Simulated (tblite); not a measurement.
C4H10FPSi.
Z-matrix (Å and degrees, GFN2-xTB geometry), rows numbered from 1:
```
F 
Si  1  1.6234
C   2  1.8993  1  106.87
C   3  1.5301  2  111.79  1    73.58
P   4  1.8636  3  110.92  2    62.17
C   5  1.8635  4   97.66  3   -73.75
C   6  1.5301  5  110.91  4    73.72
H   2  1.4548  1  104.53  3  -121.42
H   3  1.0922  2  110.32  1   -48.15
H   3  1.0915  2  109.91  1  -165.54
H   4  1.0945  3  110.32  2  -179.00
H   4  1.0939  3  110.50  2   -59.55
H   5  1.4060  4   94.92  3  -169.38
H   6  1.0940  5  109.58  4   -48.51
H   6  1.0944  5  107.39  4  -165.73
H   7  1.0914  2  109.91  1   165.46
H   7  1.0922  2  110.26  1    48.13
```

Calculated harmonic vibrations of the isolated species, GFN2-xTB (tblite), most abundant isotopes, no scaling. Against measured fundamentals such values can be off by several per cent, at times by over 20. Modes of hydrogen on phosphorus and silicon can be 10 to 20 % off. One conformer, not necessarily the lowest.

Harmonic wavenumbers (cm⁻¹): 67.6, 142.5, 161.7, 227.8, 277.3, 284.1, 310.4, 437.2, 595.7, 602.7, 650.8, 673.1, 676.2, 705.7, 766.5, 798.4, 813.2, 828.3, 842.6, 857.6, 924.5, 1053.2, 1054.6, 1062.9, 1091.0, 1145.0, 1152.3, 1256.0, 1264.4, 1291.1, 1294.6, 1446.3, 1456.1, 1469.9, 1471.5, 2218.7, 2330.9, 2925.4, 2932.2, 2942.0, 2942.3, 2962.2, 2963.0, 2982.6, 2983.5.

A = 2758, B = 1407, C = 1124 MHz; mass 136.027 u (most abundant isotopes); point group Cs, symmetry number 1.

Task: Zero-point energy?

Result: ½Σν̃ = 28668 cm⁻¹ = 342.94 kJ/mol.

Task: What is S at 298.15 K and 1 bar for an ideal gas of classical rigid rotors and harmonic oscillators?

Result: Translation 170.13, rotation 120.04, vibration 86.95: S = 377.1 J/(mol K).

Task: And Cp and H(298.15 K) − H(0)?

Result: Cp = 144.24 J/(mol K), of which vibrations give 110.99 (their classical limit is 45 R = 374.2); H(298.15 K) − H(0) = 24.88 kJ/mol without the zero-point energy, 14.97 from vibrations.

Task: Blend soft modes into free rotors: weight 1/[1 + (100 cm⁻¹/ν̃)⁴] for the oscillator and the rest for a rotor with moment μB/(μ + B), μ = h/(8π²ν), B = 10⁻⁴⁴ kg m². What vibrational entropy results?

Result: 83.36 J/(mol K) in place of 86.95, which changes −T·S at 298.15 K by +1.07 kJ/mol.

Task: What must be added to the electronic energy to get the Gibbs energy at 298.15 K and 1 bar?

Result: ZPE + [H(298.15 K) − H(0)] − T·S = 342.94 + 24.88 − 112.44 = 255.38 kJ/mol.

Task: How do the functions run with temperature in this model?

Result: 
| T (K) | S (J/(mol K)) | Cp (J/(mol K)) | H − H(0) (kJ/mol) | G − H(0) (kJ/mol) | ln q(vib) |
| --- | --- | --- | --- | --- | --- |
| 100 | 272.9 | 63.9 | 4.56 | -22.73 | 0.80 |
| 200 | 328.6 | 102.0 | 12.81 | -52.90 | 2.51 |
| 300 | 378.0 | 145.0 | 25.15 | -88.25 | 4.46 |
| 500 | 470.2 | 217.4 | 61.86 | -173.23 | 8.70 |
| 800 | 588.1 | 283.3 | 137.91 | -332.59 | 15.15 |
| 1000 | 654.5 | 311.4 | 197.53 | -457.00 | 19.22 |

q(vib) and H(0) count from the zero-point level.

Task: Which modes carry the vibrational entropy at 298.15 K?

Result: 67.6 cm⁻¹: 17.67; 142.5 cm⁻¹: 11.59; 161.7 cm⁻¹: 10.58; 227.8 cm⁻¹: 7.93; 277.3 cm⁻¹: 6.49; 284.1 cm⁻¹: 6.31 J/(mol K); the other 39 give 26.38 together.

Hindered rotation and anharmonicity are outside this model. Other conformers, if any are populated, would add a mixing term that is left out.
